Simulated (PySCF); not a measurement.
**ZnSe: a composite coupled-cluster calculation**

State: ¹Σ⁺, singlet, closed shell. De refers to Zn + Se. RHF-based CCSD(T) in PySCF 2.14 with Zn cc-pVTZ-PP with ECP10, Se cc-pVTZ-PP with ECP10 and Zn cc-pVQZ-PP with ECP10, Se cc-pVQZ-PP with ECP10 (frozen core orbitals: 13; scalar-relativistic core potentials). Correlation energies are extrapolated as n⁻³ (n = 3, 4), Hartree–Fock as (n+1)·exp(−9√n).

```csv
Level,Re (Å),ωe (cm⁻¹),ωexe (cm⁻¹),αe (cm⁻¹),De (eV)
CCSD(T)/TZ,2.1773,323.7,1.15,0.000447,0.949
CCSD(T)/QZ,2.1682,327.9,1.18,0.000452,1.101
HF/CBS,2.1991,309.8,1.52,0.000516,-0.294
MP2/CBS,2.1376,351.6,0.989,0.000396,1.405
CCSD/CBS,2.1652,327.0,1.25,0.000471,0.966
CCSD(T)/CBS,2.1628,331.1,1.20,0.000453,1.198
```

How much is left between CCSD(T)/QZ and the basis-set limit, and how much do the triples give at the limit?

CCSD(T)/CBS less CCSD(T)/QZ: -5.4 mÅ in Re, +3.2 cm⁻¹ in ωe and +0.097 eV in De. CCSD(T)/CBS less CCSD/CBS: -2.4 mÅ in Re, +4.1 cm⁻¹ in ωe and +0.232 eV in De.

The T1 diagnostic is 0.022, large enough to doubt a single reference. The open-shell atoms are computed with UHF. Spin–orbit coupling, excitations beyond (T) and corrections to the Born–Oppenheimer picture are left out.

The whole job (state search and all basis sets along the bond) took about 15 min on 4 threads of Arm Neoverse V1 (shared host), peak memory 8.3 GiB.
